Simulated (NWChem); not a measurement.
# GaH, singlet; SMILES [GaH]

```xyz
2

Ga     0.0000     0.0000    -0.0517
H      0.0000     0.0000    -1.7341
```
Atoms are numbered in this order, from 1.

Low-valent species are run as closed-shell singlets; no triplet was tried in these runs. The geometry was optimised at PBE0-D3(BJ)/def2-TZVP.

List the 4 lowest vertical singlet excitations and the 4 lowest triplet ones from PBE/def2-SVP, full TDDFT (NWChem).


| state | energy (eV) | oscillator strength | leading excitation (squared amplitude) |
|---|---|---|---|
| S1 | 2.85 | 0.024 | HOMO → LUMO (0.99) |
| S2 | 2.85 | 0.024 | HOMO → LUMO+1 (0.99) |
| S3 | 7.50 | 0.255 | HOMO → LUMO+3 (0.91) |
| S4 | 8.09 | 0.845 | HOMO → LUMO+2 (0.88) |
| T1 | 1.86 | spin-forbidden | HOMO → LUMO (1.02) |
| T2 | 1.86 | spin-forbidden | HOMO → LUMO+1 (1.02) |
| T3 | 5.52 | spin-forbidden | HOMO → LUMO+2 (1.00) |
| T4 | 6.31 | spin-forbidden | HOMO−1 → LUMO (0.99) |
